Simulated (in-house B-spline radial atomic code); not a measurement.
Settings and results of a run for Os42+ (with a hole in an inner shell). Method: Dirac-Hartree-Fock, average of configuration, Fermi nucleus of rms radius 5.4126 fm. Calculated with a B-spline radial code for spherical atoms.

Command:
```bash
python run_scf.py task.json out
```
Settings (nuclear radius in fm, mass in u):
```
Z                76
configuration    1s2 2s2 2p6 3s1 3p6 3d10 4s2 4p5
hamiltonian      dirac
method           hf
spin_polarised   False
nucleus          fermi
rms_radius       5.4126
atomic_mass      191.96148
speed_of_light   137.035999084
```

Output (hartree, bohr):
```
 radial grid: 57 intervals, B-splines of order 8, outer radius 2.4356 bohr

 iter        energy (Eh)    residual
    1      -15892.829530    9.40e+00
    2      -16016.942053    1.49e+00
    3      -16019.406116    6.35e-01
    4      -16019.856538    2.71e-01
    5      -16019.954154    3.86e-02
    6      -16019.956428    4.21e-04
    7      -16019.956428    1.06e-05
    8      -16019.956428    2.83e-07

 total energy                    -16019.95643
 kinetic                           18297.2466
 electron-nucleus                 -37388.3198
 electron-electron                  3071.1167

 first-order corrections (not in the total)
   Gaunt                            20.3655
   retardation                      -2.1243
   frequency dependence             -0.3885
   self-energy                      15.3514
   Uehling                          -2.9712
   Wichmann-Kroll                    0.1228
   recoil                            0.0292

 orbital      occ     eigenvalue          <r>       <r^2>       <1/r>       <r^4>     <1/r^2>       r_max    small
 1s1/2      2.000     -2808.9154    0.0177343 0.000433452      90.406 5.12756e-07     19866.4     0.01103  8.26e-02
 2s1/2      2.000      -556.3458    0.0741516  0.00656615     22.1217 7.55014e-05     2749.75     0.06353  1.89e-02
 2p1/2      2.000      -535.2611    0.0612744  0.00467816     22.0517 4.52963e-05     865.573     0.04712  1.89e-02
 2p3/2      4.000      -478.7126    0.0693819  0.00585877     18.3345 6.72916e-05      459.09     0.05412  1.70e-02
 3s1/2      1.000      -186.2022     0.190156   0.0414552     8.28016  0.00258358     644.165      0.1773  6.48e-03
 3p1/2      2.000      -176.4169     0.179877    0.037664     8.19255  0.00222108     206.684      0.1657  6.41e-03
 3p3/2      4.000      -163.3771     0.193761   0.0434884     7.23618  0.00292349     112.019      0.1794  5.90e-03
 3d3/2      4.000      -148.6587     0.168818   0.0332585     7.09901   0.0019059     62.8518        0.14  5.72e-03
 3d5/2      6.000      -145.8370     0.173075   0.0348254     6.87653  0.00206903     58.0891      0.1438  5.58e-03
 4s1/2      2.000       -86.4678     0.383009    0.165074     3.96023    0.037778     207.931      0.3779  2.79e-03
 4p1/2      1.667       -82.3334     0.379672    0.163227     3.87245   0.0375013     66.2206      0.3729  2.70e-03
 4p3/2      3.333       -78.1758     0.399819    0.180754     3.55492    0.045739     37.1855      0.3946  2.55e-03
```

Cost of the run: 0.4 s on 1 thread of Arm Neoverse V2, on a shared host.

For the Dirac Hamiltonian the kinetic term is c α·p + (β - 1)c².
